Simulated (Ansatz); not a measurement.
The cluster Pt3H4. Charge 0, multiplicity 1. Geometry PBE0-D4/def2-TZVP.

Cartesian coordinates in Å:
```
Pt 0.586 0.711 1.876
Pt 0.186 -1.288 0.058
Pt -0.945 0.811 -0.385
H -1.547 0.597 -1.809
H 1.425 -0.322 0.954
H -0.092 -2.116 -1.236
H 0.387 1.607 0.541
```

In the def2 sets Pt takes a core potential; there is no spin–orbit coupling. The restricted singlet is unstable towards broken spin symmetry in Hartree–Fock (as tested in another run); at PBE-D4/def2-TZVP, r2SCAN-D4/def2-TZVP, PBE0-D4/def2-TZVP, BHLYP-D4/def2-TZVP and others this wasn't settled. Another isomer (singlet) lies 0.23 eV lower at PBE0-D4/def2-TZVP; other spin states weren't run for this one.

**Question.** Estimate the orbital energies around the gap (eV) in Ansatz with PBE-D4/def2-TZVP, r2SCAN-D4/def2-TZVP, PBE0-D4/def2-TZVP, BHLYP-D4/def2-TZVP, ωB97M-V/def2-TZVP.

**Answer.** 
| orbital | PBE-D4/def2-TZVP | r2SCAN-D4/def2-TZVP | PBE0-D4/def2-TZVP | BHLYP-D4/def2-TZVP | ωB97M-V/def2-TZVP |
| --- | --- | --- | --- | --- | --- |
| HOMO−9 | -7.09 | -7.33 | -8.46 | -9.86 | -10.91 |
| HOMO−8 | -6.80 | -7.05 | -8.19 | -9.54 | -10.61 |
| HOMO−7 | -6.66 | -6.91 | -8.01 | -9.33 | -10.41 |
| HOMO−6 | -6.48 | -6.71 | -7.73 | -8.88 | -9.99 |
| HOMO−5 | -6.39 | -6.54 | -7.46 | -8.69 | -9.74 |
| HOMO−4 | -6.15 | -6.36 | -7.38 | -8.56 | -9.63 |
| HOMO−3 | -6.14 | -6.32 | -7.33 | -8.39 | -9.49 |
| HOMO−2 | -5.85 | -6.08 | -6.93 | -7.88 | -8.95 |
| HOMO−1 | -5.62 | -5.82 | -6.78 | -7.75 | -8.89 |
| HOMO | -5.47 | -5.66 | -6.69 | -7.70 | -8.87 |
| LUMO | -4.69 | -4.52 | -3.67 | -2.69 | -1.73 |
| LUMO+1 | -3.52 | -3.43 | -2.81 | -2.03 | -1.07 |
| LUMO+2 | -3.08 | -2.88 | -2.35 | -1.73 | -0.82 |
| LUMO+3 | -2.21 | -2.02 | -1.50 | -0.81 | 0.01 |
| LUMO+4 | -0.84 | -0.45 | -0.02 | 0.69 | 1.42 |
| LUMO+5 | 0.27 | 0.61 | 1.00 | 1.61 | 2.38 |
